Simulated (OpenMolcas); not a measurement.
V2+ (d3) on a cation site of an ionic host was computed by SS-CASPT2, IPEA 0.25 Eh, imaginary shift 0.1 Eh with the d shell active (OpenMolcas, ANO-RCC-VTZP on the metal). Its lowest spin-free states, and all those of the highest spin:

```
2S+1  Degeneracy  E (cm-1)
   4           1         0
   2           2     11690
   2           3     12420
   4           3     12810
   2           3     17110
   4           3     18570
   2           1     21380
   2           3     25280
   2           3     25410
   2           2     25850
   4           3     28430
   2           3     30070
```

Task: Is the site octahedral, tetrahedral or cube-like, axial, or of lower symmetry?

Result: The states with 2S+1 = 4 have orbital degeneracies 1, 3, 3, 3. Threefold states need a cubic site. For d3 at this spin an octahedron puts the single A2 below the threefold T2 and a tetrahedron or cube puts the threefold T1 below the threefold T2, so the site is octahedral. The first gap at this spin, 12800 cm-1, is |10Dq| in ligand-field theory. The run had V2+ with its 6 nearest oxide ions at 2.252 Å, on the Ca site of CaO (a = 4.8105 Å, distance in the model lattice 2.405 Å). The rest of the host is ab initio model potentials to 7.6 Å, with orthogonalisation functions on the cations behind the ligands, and point charges beyond; the distance is set by hand and nothing relaxes. Ligand basis ANO-RCC-VDZP.

Roots that are degenerate in the reference are averaged as groups; the widest CASPT2 spread within a group is 72 cm-1 (the 3-fold group of multiplicity 2 near 25400 cm-1 above the lowest state of its run). Shifts and gaps below about the spread of the groups concerned are not significant. Over all roots computed the reference weight is 0.70 to 0.71; a low but even weight reflects the number of correlated electrons. Ligand-to-metal charge-transfer states are missing. These CASPT2 states fit no ligand-field parameters well, so their order and spin gaps are uncertain. With no ligand orbital active B as a rule stays too high, so bands that hang on it stand too high and its fall with covalency is understated. With one d shell and no ligand orbital active, 10Dq can be off by tens of per cent for divalent 3d ions, low with halides held by bare charges and at times high in hosts. Free-ion shares, where given, are those of the reference states; single-state CASPT2 does not remix them. No measured value stands beside these numbers; the geometry was set by hand and not optimised.
